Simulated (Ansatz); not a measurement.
`[SiH3][SiH2][InH2]` + HBr → `[Br][InH2]` + `[SiH3][SiH3]` at 298.15 K and 1 bar (cleavage of the In–Si bond).

Computed with Ansatz on PBE0-D4/def2-TZVP structures; ΔE is electronic, products minus reactants. CCSD(T)/CBS is the MP2 limit (def2-TZVPP, def2-QZVPP) plus CCSD(T) − MP2 in def2-TZVPP, frozen cores. Elements past krypton have def2 core potentials. For Br, In outer-core shells are correlated without core-valence functions, which leaves a few kJ/mol of doubt a bond. Scalar relativity is left out up to krypton.

| species | CCSD(T)/CBS energy (Eh) | H − E (kJ/mol) | S (J/(mol·K)) |
| --- | --- | --- | --- |
| `[SiH3][SiH2][InH2]` | -772.14490 | 162.9 | 380.9 |
| HBr | -2573.91920 | 24.6 | 198.6 |
| `[Br][InH2]` | -2764.36342 | 45.9 | 287.5 |
| `[SiH3][SiH3]` | -581.74359 | 143.7 | 274.2 |

H − E and S are ideal-gas, rigid-rotor, harmonic terms from PBE0-D4/def2-TZVP, for one conformer and one mirror image of each species. 1 Eh = 2625.50 kJ/mol, R = 8.31446 J/(mol·K).

By hand: ΔE, ΔH, ΔS and ΔG.

ΔE = (-2764.36342) + (-581.74359) − (-772.14490) − (-2573.91920) = -0.04291 Eh = -112.7 kJ/mol. Δ(H − E) = 45.9 + 143.7 − 162.9 − 24.6 = 2.1, so ΔH = -110.6 kJ/mol. ΔS = 287.5 + 274.2 − 380.9 − 198.6 = -17.8 J/(mol·K). ΔG = -110.6 − 298.15 × (-17.8)/1000 = -105.3 kJ/mol.

By hand: the equilibrium constant, and the temperature at which ΔG would vanish if ΔH and ΔS stayed fixed.

log₁₀ K = −ΔG/(RT ln 10) = 18.4. ΔG = 0 at ΔH/ΔS = 6213 K, far beyond where these terms or the molecules hold.

ΔH outweighs TΔS. A doubt of 5 kJ/mol in ΔE shifts log₁₀ K by 0.9 here. Other conformers and mirror images would add mixing entropy, several J/(mol·K) or more a flexible species. Modes under 60 cm⁻¹, often nearly free rotors, make the harmonic entropy too high. These are equilibria of isolated gas molecules and say nothing of rates. Largest T1 diagnostic: 0.014 (customary marks: 0.02 for closed shells, 0.045 for open ones).
